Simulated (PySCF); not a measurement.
Te(SiH3)2 (H6Si2Te), SMILES [SiH3][Te][SiH3].

Coordinates come from a PBE-D3(BJ)/def2-SVP optimisation. The def2 effective core potentials stand for the cores of Te; spin–orbit coupling is left out.

Method: PBE-D3(BJ)/def2-SVP in PySCF 2.14.0.

Frequencies are harmonic and unscaled.

Computed vibrational spectrum:
```
mode  ν (cm⁻¹)  IR (km/mol)  moving atoms (share of kinetic energy)
----  --------  -----------  --------------------------------------
1           68          0.1                                  H 97 %
2           70          0.0                                  H 97 %
3           86          0.2                Si 69 %, H 18 %, Te 13 %
4          324         15.9                        Si 74 %, Te 20 %
5          326          3.2                        Si 74 %, Te 18 %
6          502          4.0                                  H 92 %
7          532          0.0                                  H 93 %
8          539          8.0                                  H 91 %
9          569          0.9                         H 87 %, Si 11 %
10         829        494.5                                  H 93 %
11         865        151.1                                  H 92 %
12         888          0.0                                  H 97 %
13         888         65.3                                  H 97 %
14         908          8.7                                  H 97 %
15         916        100.9                                  H 97 %
16        2151         63.1                                  H 99 %
17        2154         70.7                                  H 99 %
18        2166          0.0                                  H 96 %
19        2168        148.5                                  H 96 %
20        2181         90.8                                  H 96 %
21        2182         51.7                                  H 96 %
```
